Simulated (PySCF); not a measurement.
silicon monosulfide (SSi), SMILES [Si]=S (connectivity only; charge and spin as stated), neutral, multiplicity 1. Atoms are numbered in the order given.

```xyz
2

Si     0.0000     0.0000    -1.0408
S      0.0000     0.0000     0.9107
```
Charge 0, spin multiplicity 1.

The structure is a stationary point at PBE-D3(BJ)/def2-TZVPD.

Level of theory: PySCF 2.14.0 with TDDFT-LC-ωPBE/def2-TZVPD.

Vertical excitations; the highest root listed may be one member of a degenerate set. Gas-phase values at a fixed geometry. State labels are in the subgroup C2v.

| state | symmetry | energy (eV) | λ (nm) | f | main pairs |
|---|---|---|---|---|---|
| S1 | A2 | 4.07 | 305 | 0.000 | HOMO−1→LUMO 49 %, HOMO−2→LUMO+1 49 % |
| S2 | A1 | 4.35 | 285 | 0.000 | HOMO−2→LUMO, HOMO−1→LUMO+1 (degenerate set) |
| S3 | A2 | 4.35 | 285 | 0.000 | HOMO−2→LUMO+1, HOMO−1→LUMO (degenerate set) |
| S4 | B1 | 4.38 | 283 | 0.023 | HOMO→LUMO (degenerate set) |
| S5 | B2 | 4.38 | 283 | 0.023 | HOMO→LUMO+1 (degenerate set) |
| S6 | A1 | 6.21 | 200 | 0.181 | HOMO−1→LUMO+1 44 %, HOMO−2→LUMO 44 % |
| S7 | B1 | 7.83 | 158 | 0.117 | HOMO−2→LUMO+2, HOMO−2→LUMO+6 (degenerate set) |
| S8 | B2 | 7.83 | 158 | 0.117 | HOMO−1→LUMO+2, HOMO−1→LUMO+6 (degenerate set) |
| S9 | A1 | 8.25 | 150 | 0.001 | HOMO→LUMO+2 48 %, HOMO→LUMO+3 25 %, HOMO→LUMO+6 23 % |
| S10 | A1 | 8.31 | 149 | 1.067 | HOMO→LUMO+3 61 %, HOMO→LUMO+6 18 % |
| T1 | B1 | 3.08 | 403 | 0 | HOMO→LUMO (degenerate set) |
| T2 | B2 | 3.08 | 403 | 0 | HOMO→LUMO+1 (degenerate set) |
| T3 | A1 | 3.31 | 375 | 0 | HOMO−2→LUMO 47 %, HOMO−1→LUMO+1 47 % |
| T4 | A2 | 3.63 | 341 | 0 | HOMO−1→LUMO 48 %, HOMO−2→LUMO+1 48 % |
Triplets are in the Tamm–Dancoff approximation, which puts them higher than full response would, so one can lie above its singlet here.
